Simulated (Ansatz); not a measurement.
`[NH2][Al]([OH])[SiH2]Cl` and `[NH2][Al]([NH2])[OH]` differ in one atom or group.

Ansatz, PBE0-D4/def2-TZVP geometries, multiplicity 1. Each molecule was computed in one conformer, which needn't be the lowest.

```json
{"property": "HOMO energy (PBE0/def2-TZVPP) / eV", "`[NH2][Al]([OH])[SiH2]Cl`": "-7.65"}
{"property": "HOMO energy (PBE/def2-TZVPP) / eV", "`[NH2][Al]([OH])[SiH2]Cl`": "-6.23"}
{"property": "size of the dipole moment (ωB97M-V/def2-TZVPP) / D", "`[NH2][Al]([OH])[SiH2]Cl`": "2.89"}
{"property": "HOMO–LUMO gap (ωB97M-V/def2-TZVPP) / eV", "`[NH2][Al]([OH])[SiH2]Cl`": "10.71"}
{"property": "HOMO energy (B3LYP/def2-TZVPP) / eV", "`[NH2][Al]([OH])[SiH2]Cl`": "-7.39"}
{"property": "HOMO–LUMO gap (PBE/def2-TZVPP) / eV", "`[NH2][Al]([OH])[SiH2]Cl`": "4.78"}
```

What does the change do to each property? (Estimate.)

Ansatz gave: 
```tsv
property	`[NH2][Al]([NH2])[OH]`	shift
HOMO energy (PBE0/def2-TZVPP) / eV	-6.89	0.76
HOMO energy (PBE/def2-TZVPP) / eV	-5.45	0.78
size of the dipole moment (ωB97M-V/def2-TZVPP) / D	1.52	-1.37
HOMO–LUMO gap (ωB97M-V/def2-TZVPP) / eV	10.82	0.11
HOMO energy (B3LYP/def2-TZVPP) / eV	-6.63	0.76
HOMO–LUMO gap (PBE/def2-TZVPP) / eV	4.71	-0.07
```

Dipoles are sizes alone; their direction can turn.

B3LYP here is the variant with VWN-RPA as its local correlation; programs differ in this.
